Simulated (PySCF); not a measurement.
H₇NO₂Si₂. Atoms are numbered in the order given.

```xyz
12

N      1.3672     1.3981     0.0000
Si     0.4136    -0.0509     0.0000
O      0.7843    -0.8588    -1.4088
O      0.7843    -0.8588     1.4088
Si    -1.9126     0.1337     0.0000
H      1.3729     1.9837     0.8314
H      1.3729     1.9837    -0.8314
H      1.7221    -0.8844    -1.6398
H      1.7221    -0.8844     1.6398
H     -2.3631     0.8959    -1.2077
H     -2.5966    -1.1958     0.0000
H     -2.3631     0.8959     1.2077
```
Charge 0, spin multiplicity 1.

Geometry optimised at r2SCAN-D4/def2-SVP. This is a generated structure with no PubChem entry under its InChIKey; it may be hypothetical. One conformer was computed; it need not be the lowest.

These are SMD-ωB97X/6-31G* in PySCF values and carry that method's errors.

Solvation free energies are E(SMD) − E(gas) at the gas-phase geometry, for 1 M in both phases. In vacuum the dipole moment is 3.52 D.

```json
[
 {"solvent": "water", "ΔG(solv) (kcal/mol)": "-9.7", "its non-electrostatic (CDS) part": "4.3", "dipole (D)": "4.54"},
 {"solvent": "acetonitrile", "ΔG(solv) (kcal/mol)": "-8.3", "its non-electrostatic (CDS) part": "0.5", "dipole (D)": "4.31"},
 {"solvent": "2-propanol", "ΔG(solv) (kcal/mol)": "-10.9", "its non-electrostatic (CDS) part": "1.1", "dipole (D)": "4.42"}
]
```
